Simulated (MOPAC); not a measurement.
MOPAC input (AM1):

```
AM1 1SCF GEO-OK AUX(PRECISION=9) THREADS=1
H6ClN3Si

N    -0.99944600 1   -1.11208200 1   -1.09146300 1
Si    0.07636300 1   -0.01839600 1   -0.35080300 1
N    -0.10284900 1    1.53371900 1   -1.02978500 1
N     1.68119100 1   -0.55991800 1   -0.53557500 1
Cl   -0.37029700 1    0.08856600 1    1.70015100 1
H    -1.94718600 1   -1.22930300 1   -0.77267400 1
H    -0.63196700 1   -1.94762200 1   -1.51599200 1
H    -0.79718200 1    1.67767500 1   -1.74428200 1
H     0.08837000 1    2.37229100 1   -0.50660600 1
H     2.10565000 1   -1.20470000 1    0.11075200 1
H     2.35601300 1    0.05154900 1   -0.96476600 1
```

From the output:

```
                                                       MOPAC v23.2.5 Linux

          FINAL HEAT OF FORMATION =       -124.95896 KCAL/MOL =    -522.82828 KJ/MOL

          COSMO AREA              =        129.11 SQUARE ANGSTROMS
          COSMO VOLUME            =        119.12 CUBIC ANGSTROMS

          IONIZATION POTENTIAL    =         10.225309 EV
          HOMO LUMO ENERGIES (EV) =        -10.225  0.701
          NO. OF FILLED LEVELS    =         16
          MOLECULAR WEIGHT        =        111.6060         POINT GROUP:  C3

          MOLECULAR DIMENSIONS (Angstroms)

            Atom       Atom       Distance
            H     9    H     7     4.49437
            H    11    H     6     4.08280
           Cl     5    H     8     3.75378

          SCF CALCULATIONS        =          1

   ATOM   CHEMICAL          X               Y               Z
  NUMBER   SYMBOL      (ANGSTROMS)     (ANGSTROMS)     (ANGSTROMS)

     1       N         -0.99944600  *  -1.11208200  *  -1.09146300  *
     2      Si          0.07636300  *  -0.01839600  *  -0.35080300  *
     3       N         -0.10284900  *   1.53371900  *  -1.02978500  *
     4       N          1.68119100  *  -0.55991800  *  -0.53557500  *
     5      Cl         -0.37029700  *   0.08856600  *   1.70015100  *
     6       H         -1.94718600  *  -1.22930300  *  -0.77267400  *
     7       H         -0.63196700  *  -1.94762200  *  -1.51599200  *
     8       H         -0.79718200  *   1.67767500  *  -1.74428200  *
     9       H          0.08837000  *   2.37229100  *  -0.50660600  *
    10       H          2.10565000  *  -1.20470000  *   0.11075200  *
    11       H          2.35601300  *   0.05154900  *  -0.96476600  *

                             CARTESIAN COORDINATES

   1    N       -0.999446000    -1.112082000    -1.091463000
   2   Si        0.076363000    -0.018396000    -0.350803000
   3    N       -0.102849000     1.533719000    -1.029785000
   4    N        1.681191000    -0.559918000    -0.535575000
   5   Cl       -0.370297000     0.088566000     1.700151000
   6    H       -1.947186000    -1.229303000    -0.772674000
   7    H       -0.631967000    -1.947622000    -1.515992000
   8    H       -0.797182000     1.677675000    -1.744282000
   9    H        0.088370000     2.372291000    -0.506606000
  10    H        2.105650000    -1.204700000     0.110752000
  11    H        2.356013000     0.051549000    -0.964766000

           Empirical Formula: H6 N3 Si Cl  =    11 atoms

      MOLECULAR POINT GROUP   :   C3

                  EIGENVALUES
 -35.56493 -32.46183 -32.12643 -32.12440 -17.32335 -16.90301 -16.76505 -16.75964
 -14.48977 -14.48846 -13.87193 -11.69653 -11.69535 -10.42494 -10.42014 -10.22531
   0.70130   1.99838   2.00008   2.18513   5.11164   5.11331   5.32869   6.14952
   6.15022   6.19360

              NET ATOMIC CHARGES AND DIPOLE CONTRIBUTIONS

  ATOM NO.   TYPE          CHARGE      No. of ELECS.   s-Pop       p-Pop
    1          N          -0.740558        5.7406     1.53818     4.20238
    2         Si           1.553454        2.4465     0.72436     1.72219
    3          N          -0.740914        5.7409     1.53804     4.20287
    4          N          -0.740125        5.7401     1.53860     4.20152
    5         Cl          -0.481520        7.4815     1.98185     5.49967
    6          H           0.191771        0.8082     0.80823
    7          H           0.191520        0.8085     0.80848
    8          H           0.191508        0.8085     0.80849
    9          H           0.191912        0.8081     0.80809
   10          H           0.191643        0.8084     0.80836
   11          H           0.191309        0.8087     0.80869
 DIPOLE           X         Y         Z       TOTAL
 POINT-CHG.     0.447    -0.110    -2.061     2.112
 HYBRID        -0.038     0.009     0.160     0.164
 SUM            0.410    -0.101    -1.901     1.947

          ATOMIC ORBITAL ELECTRON POPULATIONS

     Atom    s        px        py        pz
    1  N   1.53818   1.18981   1.35598   1.65660
    2 Si   0.72436   0.57373   0.57307   0.57538
    3  N   1.53804   1.59995   1.21149   1.39143
    4  N   1.53860   1.23405   1.42149   1.54599
    5 Cl   1.98185   1.94850   1.96550   1.58567
    6  H   0.80823
    7  H   0.80848
    8  H   0.80849
    9  H   0.80809
   10  H   0.80836
   11  H   0.80869

 **********************
 *                    *
 * JOB ENDED NORMALLY *
 *                    *
 **********************

 == MOPAC DONE ==
```

The geometry given is a B3LYP-D3(BJ)/def2-TZVP minimum.
